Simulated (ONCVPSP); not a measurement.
**What one change does to a pseudopotential (lutetium, ONCV)**

| Item | Value |
| --- | --- |
| Element | Lu |
| Generator | ONCVPSP 4.0.1 |
| Type | optimised norm-conserving Vanderbilt (ONCV) |
| Functional | PBE |
| Relativity | scalar-relativistic |
| Frozen core | [Kr] 4d10 |
| Valence charge | 25 |
| Reference configuration | 4f14 5s2 5p6 5d1.5 6s1.5 |
| Partial waves | 5s+6s: rc 2.05 bohr, ncon 4, nbas 8, qcut 7.8 1/bohr, 3 projectors, debl 1.9 Ha; 5p: rc 1.95 bohr, ncon 4, nbas 8, qcut 8.9 1/bohr, 1 projector; 5d: rc 2.95 bohr, ncon 4, nbas 9, qcut 5.1 1/bohr, 2 projectors, debl 2.2 Ha; 4f: rc 0.70 bohr, ncon 4, nbas 9, qcut 25.3 1/bohr, 2 projectors, debl 1.1 Ha |
| Local potential | polynomial inside 0.65 bohr (lpopt 5, dvloc0 2 Ha) |
| Core correction | Teter function, fcfact 2.5, rcfact 1.75 |

All-electron outer shells of the reference configuration (PBE, scalar-relativistic, ld1.x):

```
shell  level (eV)  outermost node (bohr)  outermost maximum (bohr)
   4d     -191.39                   0.23                      0.48
   5s      -60.50                   0.57                      1.04
   5p      -31.15                   0.61                      1.19
   4f       -9.09                      –                      0.47
   6s       -4.52                   1.42                      3.08
   5d       -1.51                   0.68                      1.87
```

Change: s: qcut 8.8; p: qcut 10; d: qcut 5.7; f: qcut 28.4.

Cutoffs: the cutoffs (Ha) at which the residual kinetic energy of the hardest occupied pseudo-wave falls to 1 and 0.1 mHa per electron; they do not see the model core or the augmentation charge, which bear on the density cutoff. Errors are all-electron minus pseudo energies relative to the spin-unpolarised reference configuration.

Task: What does the change do?

Result: The potential gets harder (261 Ha and 288 Ha → 293 Ha and 328 Ha); both files keep a bound ghost (d, p, s); the number of tests with a reliable result goes from 3 to 2.

```tsv
quantity	base	changed
cutoff, loose	261 Ha	293 Ha
cutoff, tight	288 Ha	328 Ha
loose cutoff by channel	s 17 Ha, p 19 Ha, d 8.3 Ha, f 261 Ha	s 21 Ha, p 27 Ha, d 9.1 Ha, f 293 Ha
bound ghosts	s, p, d	s, p, d
GHOST(+) flags under 300 eV	none	none
tests with a reliable result	3 of 4	2 of 4
error for 4f14 5s2 5p6 5d1 6s2, meV [ΔE -1.48 eV]	+2.3	+2.0
error for 4f14 5s2 5p6 5d1 6s1, meV [ΔE 5.89 eV]	+0.1	+0.1
s: phases at 2.08 bohr within 0.05 rad from the reference energy up to (Ha; the scan ends near 5)	to the end of the scan	to the end of the scan
p: phases at 1.98 bohr within 0.05 rad from the reference energy up to (Ha; the scan ends near 5)	1.0	1.3
d: phases at 3.00 bohr within 0.05 rad from the reference energy up to (Ha; the scan ends near 5)	3.9	4.0
f: phases at 0.71 bohr within 0.05 rad from the reference energy up to (Ha; the scan ends near 5)	to the end of the scan	to the end of the scan
rms error of d²Exc/dni dnj with the model core, mHa	2.82	2.58
```

 A true bound ghost makes a file unfit for plane-wave use even where its test errors are small: the radial tests pick states by their node count and pass the ghost by.
